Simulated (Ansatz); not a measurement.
Consider the silylene formation by 1,1-elimination: `CC[SiH2][SiH2]F` → `F[SiH3]` + `CC[SiH]`.

Calculated with Ansatz (gas phase, PBE0-D4/def2-TZVP geometries, no zero-point term in ΔE). CBS: MP2 limit from def2 TZ/QZ plus the TZ coupled-cluster correction, frozen cores. This one scheme is used for every species. Functionals use def2-TZVPP. One conformer a species, not always the lowest.

```json
{"level": "ωB97X-V", "ΔE (kcal/mol)": "57.4"}
{"level": "ωB97M-V", "ΔE (kcal/mol)": "52.6"}
{"level": "B2PLYP", "ΔE (kcal/mol)": "52.5"}
{"level": "PBE", "ΔE (kcal/mol)": "55.5"}
{"level": "PBE0", "ΔE (kcal/mol)": "57.2"}
{"level": "HF/def2-TZVPP", "ΔE (kcal/mol)": "48.9"}
{"level": "HF/def2-QZVPP", "ΔE (kcal/mol)": "48.8"}
{"level": "CCSD/CBS(def2)", "ΔE (kcal/mol)": "53.4"}
```

(1) What does CCSD(T)/CBS give? (An estimate is asked.)

Largest T1 diagnostic among the species: 0.012.

Results:

(1) Computed: +54.3 kcal/mol. The listed levels differ from it by 3.1, -1.7, -1.8, 1.2, 2.9, -5.4, -5.5, -0.9 kcal/mol.

From PBE to PBE0 (25 % exact exchange), in def2-TZVPP and without D4, ΔE moves by +1.7 kcal/mol. In def2-TZVPP, CCSD(T) changes the Hartree–Fock value by +4.0 kcal/mol (the triples alone add +0.9 kcal/mol) and MP2 by +6.6 kcal/mol. The D4 term adds +3.1 kcal/mol with B3LYP and +1.8 kcal/mol with PBE0; it sums over pairs of atoms, weighted by their polarisabilities, and B3LYP, whose exchange is more repulsive, gets the larger term.

B3LYP here is the variant with VWN-RPA as its local correlation; programs differ in this.
